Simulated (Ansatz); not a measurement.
Gas-phase electronic energies from Ansatz, PBE0-D4/def2-TZVP geometries. CBS: MP2 limit from def2 TZ/QZ plus the TZ coupled-cluster correction, frozen cores. DFT in def2-TZVPP. B3LYP here is the variant with VWN-RPA as its local correlation; programs differ in this. For Br outer-core shells are correlated without core-valence functions, which leaves a few kJ/mol of doubt a bond. Scalar relativity is left out up to krypton. One conformer a species, not always the lowest.

`[OH][Al]1[CH2][CH2]1` + `N=C[SiH2]CBr` → `N=[CH][Al]1[CH2][CH2]1` + `O[SiH2]CBr`  (redistribution)

Task: Is it downhill or uphill in electronic energy at CCSD(T)/CBS, and by how much? (Estimate.)

Result: Computed: Uphill: ΔE = +9.0 kcal/mol.

Task: What do these levels give: r2SCAN-D4, B3LYP-D4, ωB97X-V, ωB97M-V, PBE, r2SCAN, PBE0, B3LYP, SCS-MP2/def2-TZVPP, CCSD/def2-TZVPP, HF/CBS(def2), CCSD/CBS(def2)? (Best estimate.)

Result: The calculation gave: r2SCAN-D4 8.6, B3LYP-D4 9.1, ωB97X-V 9.0, ωB97M-V 8.7, PBE 7.6, r2SCAN 8.4, PBE0 7.8, B3LYP 7.8, SCS-MP2/def2-TZVPP 9.2, CCSD/def2-TZVPP 9.1, HF/CBS(def2) 7.5, CCSD/CBS(def2) 9.0 kcal/mol.

Largest T1 diagnostic among the species: 0.013.

The D4 term adds +1.3 kcal/mol with B3LYP and +0.7 kcal/mol with PBE0; it sums over pairs of atoms, weighted by their polarisabilities, and B3LYP, whose exchange is more repulsive, gets the larger term. In def2-TZVPP, CCSD(T) changes the Hartree–Fock value by +1.4 kcal/mol (the triples alone add −0.1 kcal/mol) and MP2 by +1.9 kcal/mol.
